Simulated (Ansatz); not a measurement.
Basis-set extrapolation for CH₃ClSSi, SMILES `Cl[SiH]1CS1` (PBE0-D4/def2-TZVP geometry, frozen core, the Gaussian-basis code of Ansatz). Multiplicity 1, RHF reference.

```
                       def2-TZVPP    def2-QZVPP
                 HF  -1185.678691  -1185.713305
    MP2 correlation     -0.645772     -0.701346
CCSD(T) correlation     -0.724323       not run
```

Energies in hartree. Use E(X) = E(∞) + A·exp(−7.88·√X) for Hartree–Fock and E(X) = E(∞) + B·X^(−2.97) for correlation, with X = 3 and 4, and add CCSD(T) minus MP2 of the smaller set to the MP2 limit.

Question: What is the CCSD(T) energy at the basis-set limit?

Answer: HF limit: -1185.713305 + (-0.034614) × 0.13774 = -1185.71807. MP2 limit: -0.701346 + (-0.055574) × 0.74074 = -0.74251. Higher-order term: -0.724323 − (-0.645772) = -0.07855. Total: -1186.53913 hartree, 3.70 eV below CCSD(T)/def2-TZVPP.
